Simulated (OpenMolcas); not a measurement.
Ag4+: moving or changing the point charges

Ag4+ among 6 point charges of -1 e arranged as an octahedron (Oh), 1.83 Å from the ion.
```
   1.8300    0.0000    0.0000  -1.00
   0.0000    1.8300    0.0000  -1.00
  -1.8300    0.0000    0.0000  -1.00
   0.0000   -1.8300    0.0000  -1.00
   0.0000    0.0000    1.8300  -1.00
   0.0000    0.0000   -1.8300  -1.00
```

| Item | Value |
| --- | --- |
| Program | OpenMolcas |
| Method | CASSCF |
| Basis | ANO-RCC-VTZP [7s6p4d2f1g] |
| Scalar Hamiltonian | DKH2, point nucleus |
| Active space | 7 electrons in 5 orbitals (4d) |
| State averaging | 2S+1 = 4 even, 10 roots; 2S+1 = 2 even, 40 roots |
| Spin-orbit coupling | RASSI with atomic mean-field integrals over the reference wave functions |

Runs around this geometry, states (labels of O, the rotations of Oh). Energies in cm-1 above the lowest state or level, χT in cm3 K/mol; under a threefold ground state the first gap can be a small split of the lowest multiplet, not the spin-orbit step; 10Dq and B are least-squares fits to the states below 45000 cm-1, weighted by degeneracy, with a free offset, and given where the rms deviation is under 5 % of |10Dq| (or 100 cm-1) and under 700 cm-1.

```tsv
R (Å)	q (e)	Ground state	First state of that spin	10Dq	B (rms of fit)	First gap with spin-orbit (degeneracies)	χT at 300 K	First state of another spin
1.83	-0.8	4T1	4T2 2495	2931	1092 (45)	621.7 (2, 4)	4.116	2E 17443
1.69	-1	4T1	4T2 4659	5373	1089 (85)	892.2 (2, 4)	3.556	2E 15580
1.83	-1	4T1	4T2 3137	3665	1091 (59)	723.5 (2, 4)	3.899	2E 16953
1.96	-1	4T1	4T2 2226	2621	1092 (44)	572.7 (2, 4)	4.225	2E 17633
```

Taking |10Dq| as R^-n, n = -ln(2621 / 5373) / ln(1.96 / 1.69) = 4.8 between the shortest and longest distance. The point-charge formula for a cubic d site gives n = 5.

Scaling the charges by -0.8 / -1 = 0.80 scales |10Dq| by 2931 / 3665 = 0.80; with fixed orbitals a first-order splitting would follow the charge.

An orbital triplet at a regular site is open to Jahn-Teller coupling, which can distort the site and quench the lowest spin-orbit gaps and is left out. Without dynamic correlation the repulsion within the d shell is too large (B by tens of per cent), so at a given field states of lower spin stand too high. Point charges give a weaker field than real ligands, and real ions of this kind are as a rule low spin; the high spin found here belongs to the model. This field is weak: 10Dq is about 2931 cm-1, while octahedral complexes of 4d ions of charge 3 and more, computed by the same method with explicit ligands, had a median near 25000 cm-1. Ground spin and moment need not be those of a real site (figures for R = 1.83, q = -0.8; the like holds for R = 1.69, q = -1, R = 1.83, q = -1, R = 1.96, q = -1). The ground term spreads over less than 5000 cm-1, several times less than with real ligands, so orbital moments are less quenched and χT lies further from the spin-only value than at real sites (holds for R = 1.96, q = -1). This is an electrostatic model: the charges have no orbitals. No measured value stands beside these numbers.
